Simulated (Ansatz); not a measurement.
Born–Oppenheimer molecular dynamics of F3HOSi (6 atoms, charge 0, multiplicity 1). It starts from a relaxed structure.

The calculation used RKS BLYP/def2-SVP (Ansatz).

| Quantity | Value |
| --- | --- |
| ensemble | NVE (velocity Verlet) |
| time step | 0.25 fs |
| steps asked | 100 |
| starting velocities drawn for | 1500 K |
| masses | H 2.014 u |
| seed | 647668 |

First frame:

```xyz
6
Properties=species:S:1:pos:R:3
Si -0.020 -0.028 0.015
O -0.007 -0.102 1.653
H -0.862 -0.144 2.119
F 1.511 0.019 -0.478
F -0.786 1.282 -0.541
F -0.744 -1.308 -0.658
```

(1) What does the run give?

(2) What happens to the structure?

(3) How do temperature and energy run in time?

Answers

(1) The run went to its last step.

| Property | Result |
| --- | --- |
| steps done | 100 |
| time covered | 25 fs |
| mean temperature over the second half | 552 K |
| spread of the potential energy over the second half | 15.1 meV per atom |
| mean potential energy of the second half above the start | 81.7 meV per atom |

The conserved energy stayed within 0.039 meV per atom of its start (net change 0.018 meV per atom), so the integration is sound. A run of 0.025 ps of so small a system gives no equilibrium averages.

(2) The same pairs are bonded in the first frame and the last. Pairs count as bonded within 1.25 times the sum of covalent radii (0.12 Å more for H–H). The details hang on the random start.

(3) 
| time (fs) | T (K) | potential energy less start (eV) | conserved less start (meV/atom) |
| --- | --- | --- | --- |
| 0 | 1500 | 0.000 | 0.00 |
| 0.75 | 1483 | 0.009 | 0.00 |
| 1.5 | 1438 | 0.032 | 0.02 |
| 2.25 | 1385 | 0.060 | 0.03 |
| 3 | 1343 | 0.081 | 0.03 |
| 3.75 | 1318 | 0.094 | 0.02 |
| 4.5 | 1297 | 0.105 | 0.01 |
| 5.25 | 1261 | 0.124 | 0.01 |
| 6 | 1202 | 0.154 | 0.01 |
| 6.75 | 1125 | 0.194 | 0.02 |
| 7.5 | 1044 | 0.236 | 0.03 |
| 8.25 | 975 | 0.272 | 0.04 |
| 9 | 928 | 0.296 | 0.04 |
| 9.75 | 905 | 0.308 | 0.03 |
| 10.5 | 898 | 0.311 | 0.02 |
| 11.25 | 893 | 0.314 | 0.01 |
| 12 | 873 | 0.324 | 0.01 |
| 12.75 | 832 | 0.345 | 0.01 |
| 13.5 | 776 | 0.374 | 0.02 |
| 14.25 | 724 | 0.401 | 0.04 |
| 15 | 694 | 0.417 | 0.04 |
| 15.75 | 689 | 0.419 | 0.03 |
| 16.5 | 693 | 0.417 | 0.01 |
| 17.25 | 683 | 0.423 | 0.01 |
| 18 | 647 | 0.441 | 0.01 |
| 18.75 | 588 | 0.471 | 0.02 |
| 19.5 | 519 | 0.507 | 0.03 |
| 20.25 | 455 | 0.541 | 0.03 |
| 21 | 405 | 0.566 | 0.03 |
| 21.75 | 374 | 0.582 | 0.03 |
| 22.5 | 357 | 0.591 | 0.02 |
| 23.25 | 342 | 0.599 | 0.02 |
| 24 | 319 | 0.611 | 0.01 |
| 24.75 | 279 | 0.631 | 0.01 |

The run took 3.2 min on 1 thread of Arm Neoverse V1, on a shared host, peak memory 0.12 GiB.
